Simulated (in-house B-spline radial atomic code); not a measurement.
Values are calculated unless marked as measured or tabulated.
**Building a PAW p channel for Br, r_c = 1.55 bohr**

Br, [Ar] 3d10 4s2 4p5, non-relativistic PBE, spherical and spin-unpolarised, from an all-electron radial atomic-structure program (B-spline basis) (atomic units; all potentials screened as in the neutral atom).

Two all-electron partial waves φ1, φ2 are integrated outwards at E1 = ε(4p) = -0.290162 and E2 = E1 + 1.5 hartree; φ1 is the bound orbital and φ2 has unit norm inside r_c = 1.5498 bohr. Smooth partners are polynomials, r^2(a0 + a1 r² + a2 r⁴ + a3 r⁶), matched to φ and three derivatives at r_c, with no condition on the norm. The local potential is -11.2366 + (11.6867) r² + (-5.24318) r⁴ + (0.872446) r⁶ inside 1.2688 bohr and the all-electron one outside.

| wave | φ(r_c) | φ'(r_c) | a0 | a1 | a2 | a3 |
| --- | --- | --- | --- | --- | --- | --- |
| 1 | 0.7404621 | 0.135548 | 0.6222948 | -0.1290454 | -0.00997466 | 0.003860139 |
| 2 | 0.907064 | -1.899819 | 2.035411 | -0.9880157 | 0.1323244 | -0.003470574 |

Inside r_c the overlaps are <φi φj> = [[0.27143, 0.50990], [0.50990, 1.00000]] and, for the smooth waves, [[0.28442, 0.55939], [0.55939, 1.16214]]. With χj = (Ej − T − V_local) applied to smooth wave j, the program's quadrature gives the matrix B_ij = <smooth i, χj> as [[0.35837, 0.96969], [0.89545, 2.45561]].

Check the match of the first wave, and find the augmentation charges q_ij.

At r_c the four terms are 1.49468, -0.74447, -0.13821, 0.12847, which sum to 0.7405, φ1(r_c) to rounding. q_ij is the all-electron overlap less the smooth one: [[-0.01299, -0.04949], [-0.04949, -0.16214]]. The smooth first wave has a norm of 0.2844 inside r_c against 0.2714, so q11 is negative and must stay small enough for the overlap operator to be positive.

B isn't symmetric. Show that D_ij = B_ij + Ej q_ij is.

Integrating by parts gives B12 − B21 = (E1 − E2) q12: 0.96969 − (0.89545) = 0.07424, and −1.5 × (-0.04949) = 0.07424. So D12 = 0.96969 + (1.209838)(-0.04949) = 0.90981 and D21 = 0.89545 + (-0.290162)(-0.04949) = 0.90981; D11 = 0.36214, D22 = 2.25945. The projectors, p = (B⁻¹)ᵀ χ, are dual to the smooth waves; det B = 0.012, small beside B11 B22, as the two smooth waves look alike inside r_c.

Solving (T + V_local + Σ p D p) ψ = E (1 + Σ p q p) ψ in a sphere of 9 bohr, whose wall lifts the free-atom level a little, gives these levels:

```tsv
all-electron	one projector	two projectors
-0.290138	-0.290138	-0.290138
0.086659	0.086439	0.086655
0.393437	0.391924	0.393424
0.855453	0.848672	0.855442
1.464180	1.440470	1.464160
```

What does the second projector gain?

With one projector the errors are 0.00, -0.22, -1.51, -6.78, -23.71 millihartree. With two the errors are 0.00, 0.00, -0.01, -0.01, -0.02 millihartree. The scattering is exact at E1 and at E2 = 1.210, and over all levels compared the largest error is 0.02 millihartree. The lowest eigenvalue of the overlap operator is 0.8827 with one and 0.4072 with two projectors. The smooth orbital alone needs a cutoff of 9.33 hartree for 1 millihartree of kinetic energy, against 12.3 for a norm-conserving Troullier-Martins orbital of the same radius; part of the gain comes from giving up the norm, part from the simpler form.
